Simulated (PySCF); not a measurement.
Species: C3H9AlO2S.
Structure used (PBE0-D3(BJ)/def2-SVP), in Å, numbered top down from 1:
```
atom  x, y, z in Å
C1    -1.8034    1.1529   -0.5687
S2    -0.7229   -0.2924   -0.6347
Al3   -0.9047   -0.9613    1.7685
C4     0.8820    0.5561   -0.6849
C5     2.0472   -0.3888   -0.8534
O6     3.0674   -0.0944   -1.4090
O7     1.8159   -1.5688   -0.2802
H8    -1.5819    1.7600    0.3208
H9    -2.8297    0.7709   -0.4965
H10   -1.6884    1.7435   -1.4878
H11   -2.4898   -0.7122    1.8491
H12   -0.3635   -2.4595    1.8434
H13    0.0336    0.2422    2.2887
H14    1.0171    1.1007    0.2658
H15    0.8956    1.2692   -1.5199
H16    2.6064   -2.1205   -0.3907
```

Computed at PBE0/pcSseg-1 (PySCF, non-relativistic), with Q(33S) = −0.0678 b, Q(27Al) = 0.1466 b, Q(17O) = −0.0256 b: S2, 33S (I = 3/2): χzz = 40.13 MHz, η = 0.684; Al3, 27Al (I = 5/2): χzz = 35.53 MHz, η = 0.112; O6, 17O (I = 5/2): χzz = 9.571 MHz, η = 0.184; O7, 17O (I = 5/2): χzz = -9.342 MHz, η = 0.496.

Q: Where would the pure quadrupole (NQR) lines of 33S at S2 fall for the rigid, isolated species?

A: From ν = (|χ|/2)√(1 + η²/3): ν = 21.57 MHz (sulfur bonded to Al and 2 C).

Q: Find the zero-field quadrupole resonance frequencies of 27Al at Al3.

A: From the eigenvalues of H = χ/[4I(2I − 1)] × [3Iz² − I(I + 1) + η(Ix² − Iy²)], steps between neighbouring levels, labelled as for η = 0: ±1/2↔±3/2 5.401 MHz, ±3/2↔±5/2 10.63 MHz (aluminium bonded to S and 3 H).

Q: Find the zero-field quadrupole resonance frequencies of 17O at O6.

A: From the eigenvalues of H = χ/[4I(2I − 1)] × [3Iz² − I(I + 1) + η(Ix² − Iy²)], steps between neighbouring levels, labelled as for η = 0: ±1/2↔±3/2 1.488 MHz, ±3/2↔±5/2 2.852 MHz (acid carbonyl oxygen).

Q: Where would the pure quadrupole (NQR) lines of 17O at O7 fall for the rigid, isolated species?

A: From the eigenvalues of H = χ/[4I(2I − 1)] × [3Iz² − I(I + 1) + η(Ix² − Iy²)], steps between neighbouring levels, labelled as for η = 0: ±1/2↔±3/2 1.735 MHz, ±3/2↔±5/2 2.684 MHz (acid hydroxyl oxygen).

In a crystal, neighbours and librations shift these lines. The basis is small and wasn't made for field gradients, so the couplings can be 20 % off.

One conformer stands for the species.
